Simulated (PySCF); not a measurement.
## Al³⁺ (aluminium, charge +3) across methods

[Ne], closed-shell 1S. Calculation: PySCF 2.14, in aug-cc-pV(Q+d)Z (7s6p5d3f2g, 89 functions); no relativity, point nucleus.

```
method  E (hartree)  mean ε 1s (eV)  mean ε 2s (eV)  mean ε 2p (eV)  Σ⟨r²⟩ (bohr²)   ⟨S²⟩
   UHF   -239.99991         -1627.4         -167.49         -121.80          3.638  0.000
  BLYP    -240.4056         -1546.1         -142.46         -104.70          3.703  0.000
 B97-3    -240.3879         -1566.9         -149.66         -109.52          3.668  0.000
   LDA    -239.3416         -1537.1         -141.86         -104.62          3.706  0.000
r2SCAN    -240.3910         -1554.3         -145.88         -106.07          3.665  0.000
  PBE0    -240.2907         -1565.3         -149.09         -109.18          3.676  0.000
   PBE    -240.2608         -1544.5         -142.53         -104.57          3.695  0.000
  TPSS    -240.4272         -1550.9         -143.80         -104.92          3.683  0.000
revPBE    -240.3540         -1544.9         -142.60         -104.50          3.692  0.000
```
